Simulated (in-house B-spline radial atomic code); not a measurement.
Ionising the tin ion Sn⁺ with different functionals

Computed with an all-electron radial atomic-structure program (B-spline basis): four-component Dirac-Coulomb Hamiltonian, Fermi nucleus of rms radius 4.6519 fm, spin-restricted, spherical fractional occupations for the functionals, and exact exchange of hybrids averaged over the configuration. The ionisation energy is the difference of two self-consistent energies, [Kr] 4d10 5s2 5p1 → [Kr] 4d10 5s2, without Breit or QED terms; ε is the level of the shell that loses the electron (mean over j). The electron is taken from both j subshells in proportion to 2j + 1, so the result is a j average, not the step between ground levels.

```csv
method,rung,ΔSCF (eV),-ε(5p) (eV)
BHandHLYP,global hybrid,14.20,12.41
PBE0,global hybrid,14.06,11.36
CAM-B3LYP,range-separated hybrid,14.33,12.78
LC-wPBE,range-separated hybrid,14.21,13.96
```

Problem. Among the functionals, which spreads more, the ΔSCF values or the orbital energies?

Solution. The orbital energies: ΔSCF values span about 0.27 eV and the orbital energies 2.60 eV; here energy differences depend much less on the functional than eigenvalues do.

Problem. How do they compare with the NIST value?

Solution. NIST lists 14.633 eV (measured, ground level to ground level). Errors run from -0.57 to -0.30 eV; CAM-B3LYP is closest (-0.30 eV), but part of that can be cancellation, since the calculations leave out Breit-QED terms, spin polarisation, the choice among j levels, multiplet and fine-structure energies.
